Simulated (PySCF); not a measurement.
C4H5 (SMILES C1[C@-]2C[C@H]12), charge -1, singlet, at a GFN2-xTB geometry (in this run its highest filled SCF level lies above zero, so its values depend strongly on the basis, on diffuse functions most of all); BLYP/cc-pVDZ in PySCF.

Here is a job for PySCF.
```python
from pyscf import gto, scf, dft

mol = gto.Mole()
mol.atom = '''
    C     0.018388    1.092612    0.317932
    C     0.043221   -1.098873    0.292968
    C     0.863642    0.014546   -0.417822
    C    -0.646975   -0.002427   -0.430534
    H    -0.115419    1.126840    1.415201
    H    -0.006769    2.101571   -0.114359
    H    -0.089492   -1.161107    1.389138
    H     0.040819   -2.098035   -0.162198
    H    -1.498802   -0.004419   -1.103040
'''
mol.basis = 'cc-pvdz'
mol.charge = -1
mol.spin = 0
mol.verbose = 4
mol.build()

mf = dft.RKS(mol)
mf.xc = 'blyp'
mf.kernel()
```

It wrote (shortened):

```
PySCF version 2.14.0

[INPUT] verbose = 4
[INPUT] num. atoms = 9
[INPUT] num. electrons = 30
[INPUT] charge = -1
[INPUT] spin (= nelec alpha-beta = 2S) = 0
[INPUT] symmetry False subgroup None
[INPUT] Mole.unit = angstrom
[INPUT] Symbol           X                Y                Z      unit          X                Y                Z       unit  Magmom
[INPUT]  1 C      0.018388000000   1.092612000000   0.317932000000 AA    0.034748283979   2.064737440413   0.600804406235 Bohr   0.0
[INPUT]  2 C      0.043221000000  -1.098873000000   0.292968000000 AA    0.081675852830  -2.076569015679   0.553629283262 Bohr   0.0
[INPUT]  3 C      0.863642000000   0.014546000000  -0.417822000000 AA    1.632046849672   0.027487956208  -0.789569148818 Bohr   0.0
[INPUT]  4 C     -0.646975000000  -0.002427000000  -0.430534000000 AA   -1.222605559440  -0.004586365304  -0.813591347313 Bohr   0.0
[INPUT]  5 H     -0.115419000000   1.126840000000   1.415201000000 AA   -0.218110299571   2.129418986205   2.674342301211 Bohr   0.0
[INPUT]  6 H     -0.006769000000   2.101571000000  -0.114359000000 AA   -0.012791556137   3.971393621328  -0.216107189879 Bohr   0.0
[INPUT]  7 H     -0.089492000000  -1.161107000000   1.389138000000 AA   -0.169115370340  -2.194174231315   2.625090369226 Bohr   0.0
[INPUT]  8 H      0.040819000000  -2.098035000000  -0.162198000000 AA    0.077136730679  -3.964711549752  -0.306509797952 Bohr   0.0
[INPUT]  9 H     -1.498802000000  -0.004419000000  -1.103040000000 AA   -2.832325294950  -0.008350699744  -2.084443504440 Bohr   0.0

nuclear repulsion = 107.57861913042
number of shells = 35
number of NR pGTOs = 139
number of NR cGTOs = 81
basis = cc-pvdz
ecp = {}

******** <class 'pyscf.dft.rks.RKS'> ********
method = RKS
initial guess = minao
damping factor = 0
level_shift factor = 0
DIIS = <class 'pyscf.scf.diis.CDIIS'>
diis_start_cycle = 1
diis_space = 8
diis_damp = 0
SCF conv_tol = 1e-09
SCF conv_tol_grad = None
SCF max_cycles = 50
direct_scf = True
direct_scf_tol = 1e-13
XC library pyscf.dft.libxc version 7.1.2
    S. Lehtola, C. Steigemann, M. J. T. Oliveira, and M. A. L. Marques,  SoftwareX 7, 1–5 (2018)
XC functionals = blyp
    A. D. Becke,  Phys. Rev. A 38, 3098 (1988)
    C. Lee, W. Yang, and R. G. Parr,  Phys. Rev. B 37, 785 (1988)
    B. Miehlich, A. Savin, H. Stoll, and H. Preuss,  Chem. Phys. Lett. 157, 200 (1989)
radial grids:
    Treutler-Ahlrichs [JCP 102, 346 (1995); DOI:10.1063/1.469408] (M4) radial grids

becke partition: Becke, JCP 88, 2547 (1988); DOI:10.1063/1.454033
pruning grids: <function nwchem_prune>
grids dens level: 3
symmetrized grids: False
atomic radii adjust function: <function treutler_atomic_radii_adjust>
small_rho_cutoff = 0
Set gradient conv threshold to 3.16228e-05
Initial guess from minao.
tot grids = 105512
init E= -155.613694309093
  HOMO = -0.242687716316482  LUMO = 0.00500003847964026  gap/eV = 6.73993
cycle= 1 E= -155.054507250959  delta_E= 0.559  |g|= 0.65  |ddm|= 2.96
  HOMO = 0.252346529153965  LUMO = 0.277130847120619  gap/eV = 0.67442
cycle= 2 E= -154.664961023803  delta_E= 0.39  |g|= 1.31  |ddm|= 4.39
  HOMO = 0.0959081986550037  LUMO = 0.246391730518342  gap/eV = 4.09487
cycle= 3 E= -155.190480384557  delta_E= -0.526  |g|= 0.146  |ddm|= 3.59
  HOMO = 0.106049726567546  LUMO = 0.239064335322744  gap/eV = 3.61951
cycle= 4 E= -155.193562667913  delta_E= -0.00308  |g|= 0.101  |ddm|= 0.267
  HOMO = 0.100180531075475  LUMO = 0.240791217906525  gap/eV = 3.82621
cycle= 5 E= -155.196216331313  delta_E= -0.00265  |g|= 0.0135  |ddm|= 0.108
  HOMO = 0.100739730173462  LUMO = 0.240737601076116  gap/eV = 3.80954
cycle= 6 E= -155.196250313322  delta_E= -3.4e-05  |g|= 0.00759  |ddm|= 0.0231
  HOMO = 0.100881047930924  LUMO = 0.240826243266568  gap/eV = 3.80810
cycle= 7 E= -155.196265282603  delta_E= -1.5e-05  |g|= 0.000736  |ddm|= 0.00792
  HOMO = 0.100781988759074  LUMO = 0.240807775064864  gap/eV = 3.81030
cycle= 8 E= -155.196265427626  delta_E= -1.45e-07  |g|= 0.000225  |ddm|= 0.00154
  HOMO = 0.100762405601905  LUMO = 0.240794892883522  gap/eV = 3.81048
cycle= 9 E= -155.196265443027  delta_E= -1.54e-08  |g|= 2.47e-05  |ddm|= 0.000466
  HOMO = 0.100762223018251  LUMO = 0.240792912125048  gap/eV = 3.81043
cycle= 10 E= -155.196265443234  delta_E= -2.07e-10  |g|= 6.53e-06  |ddm|= 7.48e-05
  HOMO = 0.10076185639099  LUMO = 0.240793529587069  gap/eV = 3.81046
Extra cycle  E= -155.196265443219  delta_E= 1.51e-11  |g|= 1.03e-05  |ddm|= 2.57e-05
converged SCF energy = -155.196265443219
```
